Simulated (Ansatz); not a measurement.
Born–Oppenheimer molecular dynamics of H6O2Si2 (10 atoms, charge 0, multiplicity 1). It goes on from the last frame of an earlier run, with new velocities.

Computed with Ansatz, RHF/6-31G.

```yaml
ensemble: NVT, Langevin thermostat
time_step: 0.5 fs
steps_asked: 250
set_temperature: 300 K
friction: 0.005 /fs
seed: 856386
```

First frame:

```xyz
10
Properties=species:S:1:pos:R:3
Si -0.054 -0.275 0.221
H 0.232 -0.390 1.697
O 1.329 -0.165 -0.653
H 1.573 0.125 -1.524
O -0.996 1.114 0.062
H -0.912 2.030 0.259
Si -1.210 -2.108 -0.792
H -2.635 -1.780 -0.716
H -1.079 -2.172 -2.253
H -0.878 -3.387 -0.195
```

Task: What does the run give?

Result: All steps were run.

```yaml
steps_done: 250
time_covered: 125 fs
mean_temperature_over_the_second_half: 206 K
spread_of_the_potential_energy_over_the_second_half: 3.6 meV per atom
mean_potential_energy_of_the_second_half_above_the_start: -10.4 meV per atom
```

The mean temperature of the second half is 31 % below the set value. A run of 0.12 ps of so small a system gives no equilibrium averages. Limits of this set-up: no polarisation functions.

Task: What happens to the structure?

Result: The same pairs are bonded in the first frame and the last. Pairs count as bonded within 1.25 times the sum of covalent radii (0.12 Å more for H–H). This is one draw of velocities; another would differ in detail.

Task: How do temperature and energy run in time?

Result: 
```tsv
time (fs)	T (K)	potential energy less start (eV)
0	270	0.000
6	350	-0.122
12	273	-0.059
18	217	-0.032
24	209	-0.063
30	195	-0.082
36	198	-0.115
42	212	-0.122
48	192	-0.107
54	144	-0.046
60	230	-0.134
66	170	-0.067
72	224	-0.151
78	219	-0.177
84	144	-0.061
90	172	-0.060
96	207	-0.082
102	227	-0.105
108	251	-0.136
114	199	-0.097
120	209	-0.083
```

Run time: 4.6 min on 1 thread of Arm Neoverse V1 (shared host), peak memory 0.1 GiB.
